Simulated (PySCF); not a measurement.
# Electron correlation in Ne (neon, neutral)

[Ne], closed-shell 1S. Computed with PySCF 2.14 in aug-cc-pVDZ (4s3p2d, 23 functions), with the non-relativistic Hamiltonian (point nucleus). Frozen: 1s2; 8 electrons correlated.

MP2 pair energies summed by pair of shells (mhartree):

```tsv
pair	energy	share (%)
2p-2p	-158.01	76.4
2s-2p	-41.25	19.9
2s-2s	-7.61	3.7
```

Total MP2 correlation energy: -206.87 mhartree.

Same-spin part -56.74 and opposite-spin part -150.14 mhartree; SCS-MP2 scales them by 1/3 and 6/5 to -199.08 mhartree.

```tsv
level	correlation energy (mhartree)
CCSD	-210.15
(T)	-2.79
CCSD(T)	-212.94
```

Diagnostics: T1 = 0.0094, D1 = 0.0148, largest double amplitude 0.034.

Cost of the coupled-cluster step: 0.07 s of wall time on 1 thread of Neoverse-V2 (shared host), for 8 correlated electrons.

Iterations:

```
CC2 = 0
CCSD nocc = 4, nmo = 22
frozen orbitals [0]
max_cycle = 100
direct = 0
conv_tol = 1e-08
conv_tol_normt = 1e-06
diis_space = 8
diis_start_cycle = 0
Init t2, MP2 energy = -128.70322345386  E_corr(MP2) -0.206873723333161
Init E_corr(CCSD) = -0.206873723343849
cycle = 1  E_corr(CCSD) = -0.207232828494791  dE = -0.000359105151  norm(t1,t2) = 0.0261015
cycle = 2  E_corr(CCSD) = -0.209925779626489  dE = -0.00269295113  norm(t1,t2) = 0.0058371
cycle = 3  E_corr(CCSD) = -0.209912042299704  dE = 1.37373268e-05  norm(t1,t2) = 0.00288998
cycle = 4  E_corr(CCSD) = -0.210170490903327  dE = -0.000258448604  norm(t1,t2) = 0.00094367
cycle = 5  E_corr(CCSD) = -0.210158705330065  dE = 1.17855733e-05  norm(t1,t2) = 6.648e-05
cycle = 6  E_corr(CCSD) = -0.210154560694555  dE = 4.14463551e-06  norm(t1,t2) = 1.86554e-05
cycle = 7  E_corr(CCSD) = -0.210154363545934  dE = 1.97148621e-07  norm(t1,t2) = 2.99077e-06
cycle = 8  E_corr(CCSD) = -0.210154386093573  dE = -2.25476388e-08  norm(t1,t2) = 5.3337e-07
cycle = 9  E_corr(CCSD) = -0.210154378861067  dE = 7.23250587e-09  norm(t1,t2) = 5.10021e-08
CCSD converged
E(CCSD) = -128.7065041093883  E_corr = -0.2101543788610672
CCSD(T) correction = -0.00279052302336063
```
